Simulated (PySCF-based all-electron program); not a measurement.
**Bond force of ScN, singlet**

Calculated with an in-house all-electron program built on PySCF, in large uncontracted Gaussian sets near the basis limit; Koelling–Harmon scalar relativity, no spin–orbit coupling, spin-restricted. Forces are good to about 0.008 eV/Å. In part, the full relativistic part was added along one bond alone. In part, the state lies near an instability. A positive force pushes the atoms apart.

| r (Å) | PBE (eV/Å) |
| --- | --- |
| 1.3496 | 21.259 |
| 1.352 | 20.989 |
| 1.434 | ? |
| 1.5183 | 6.957 |
| 1.521 | 6.793 |
| 1.687 | -0.536 |

(1) Fill in the missing PBE forces.

(2) Fit a Morse curve to the forces within 0.84 to 1.25 of the listed length with the smallest force. Where does the force vanish, what is the force constant, and what harmonic wavenumber follows with standard atomic masses?

## Answers

(1) 1.434 Å: 13.015 eV/Å.

(2) PBE: 1.670 Å, 33 eV/Å², about 920 cm⁻¹. The points are far apart, so these are estimates.
